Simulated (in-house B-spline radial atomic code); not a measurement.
Orbital energies and mean radii along the 52-electron series, configuration [Kr] 4d10 4f4 5s2. The effective charge is n√(-2ε), a non-relativistic measure. Computed with a radial B-spline atomic code at the basis-set limit: non-relativistic Hartree-Fock, average of the configuration, point nuclei.

This level leaves out relativity, spin-orbit splitting included, which matters for heavy ions.

```tsv
ion	Z	energy of 4d (Eh)	mean radius of 4d (bohr)	energy of 3p (Eh)	mean radius of 3p (bohr)	energy of 4p (Eh)	mean radius of 4p (bohr)	effective charge of 4d
Sm10+	62	-11.444	0.65574	-59.003	0.25959	-15.817	0.6222	19.137
Eu11+	63	-12.824	0.63476	-62.506	0.25447	-17.355	0.6059	20.258
Gd12+	64	-14.276	0.61507	-66.131	0.24954	-18.965	0.59036	21.373
Tb13+	65	?	?	?	?	?	?	?
Dy14+	66	?	?	?	?	?	?	?
Ho15+	67	-19.043	0.5628	-77.729	0.23581	-24.212	0.54794	24.686
```

Question: Fill in the row of Tb13+.

Answer: energy of 4d (Eh): -15.797; mean radius of 4d (bohr): 0.59658; energy of 3p (Eh): -69.878; mean radius of 3p (bohr): 0.24479; energy of 4p (Eh): -20.646; mean radius of 4p (bohr): 0.57554; effective charge of 4d: 22.483.

Question: Fill in the row of Dy14+.

Answer: energy of 4d (Eh): -17.386; mean radius of 4d (bohr): 0.57918; energy of 3p (Eh): -73.744; mean radius of 3p (bohr): 0.24022; energy of 4p (Eh): -22.395; mean radius of 4p (bohr): 0.56142; effective charge of 4d: 23.587.

Question: How does the screening of 4d change?

Answer: Z less the effective charge goes from 42.86 at Z = 62 to 42.31 at Z = 67.
